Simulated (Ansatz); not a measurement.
Calculated with Ansatz (gas phase, PBE0-D4/def2-TZVP geometries, no zero-point term in ΔE). CCSD(T)/CBS adds triple-zeta CCSD(T) − MP2 to the extrapolated MP2 energy (def2 sets, frozen cores). Functionals use def2-TZVPP. For Br, Se outer-core shells are correlated without core-valence functions, which leaves a few kJ/mol of doubt a bond. Scalar relativity is left out up to krypton. Each species was taken in one conformer, which may not be the lowest.

Consider the ligand exchange at a B–C bond: `CB(N)C=[Se]` + HBr → `CB(N)Br` + `C=[Se]`.

(1) Is it downhill or uphill in electronic energy at CCSD(T)/CBS, and by how much? (An estimate is asked.)

(2) What do these levels give: ωB97M-V, PBE0, HF/def2-TZVPP, SCS-MP2/def2-TZVPP, CCSD(T)/def2-TZVPP, MP2/CBS(def2)? (Best estimate.)

Largest T1 diagnostic among the species: 0.015.

## Answers

(1) Ansatz gave: Downhill: ΔE = -65.7 kJ/mol.

(2) The calculation gave: ωB97M-V -66.4, PBE0 -66.3, HF/def2-TZVPP -77.8, SCS-MP2/def2-TZVPP -66.9, CCSD(T)/def2-TZVPP -64.7, MP2/CBS(def2) -68.0 kJ/mol.

The D4 term adds +4.2 kJ/mol with B3LYP and +2.6 kJ/mol with PBE0; it sums over pairs of atoms, weighted by their polarisabilities, and B3LYP, whose exchange is more repulsive, gets the larger term. From PBE to PBE0 (25 % exact exchange), in def2-TZVPP and without D4, ΔE moves by −4.1 kJ/mol.

B3LYP here is the variant with VWN-RPA as its local correlation; programs differ in this.
